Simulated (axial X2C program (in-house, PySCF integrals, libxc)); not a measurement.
## TiB: from the spin-free to the two-component result

All values were computed with an in-house relativistic program for diatomic molecules. Spin-free means the one-electron spin-free X2C Hamiltonian; two-component (2c) means X2C with spin–orbit coupling and atomic mean-field two-electron Coulomb and Gaunt terms, so the difference of the two also holds small scalar two-electron terms. Basis: Ti dyall-cv3z [10s10p6d4f2g], B dyall-v3z [7s6p2d1f] (cores contracted in-house); Gaussian nuclei, density fitting, unrestricted open shells. Masses: Ti 47.948 u, B 11.009 u.

Spin-free state: M_S = 5/2, Λ = 2 (beyond evenly filled blocks: 2 × σα, π+α, π-α, δ+α); fragments Ti + B.

```csv
level,Re (Å),ωe (cm⁻¹),μ (D)
PBE0,2.023,647.8,-3.53
```

Dipoles are positive if B is the positive end.

Two-component determinant lowest at the distance of the search:

Ω = 1/2 (⟨Sz⟩ = 2.50, ⟨Lz⟩ = -2.00 at PBE0); fragments Ti + B.

```tsv
level	Re (Å)	ωe (cm⁻¹)	μ (D)
PBE0	2.023	647.4	-3.53
```

(1) From the two tables, how do the constants change at the PBE0 level (2c against spin-free)?

The state is one determinant whose occupation by symmetry is held fixed; it was picked as the lowest of a PBE0 search that is not exhaustive. De is not given where an atomic determinant may have missed its ground term or J level, or where the truncated virtual space spoils (T). Density functionals use the spin component along the axis (collinear). PBE0 can misorder states that lie within some tenths of an eV, so this need not be the ground state of the molecule. The nearest other spin-free determinant of the search, M_S = 3/2, Λ = 2, lies 0.67 eV up at the distance of the search. Without a current term, density functionals place determinants with orbital angular momentum somewhat too high. The spin of this state cannot come from the lowest atoms; the curve heads to a higher limit, and no De is given. With several unpaired electrons one determinant need not be a pure state.

## Answers

(1) At the PBE0 level Re is unchanged within 0.001 Å and ωe goes down by 0.4 cm⁻¹.
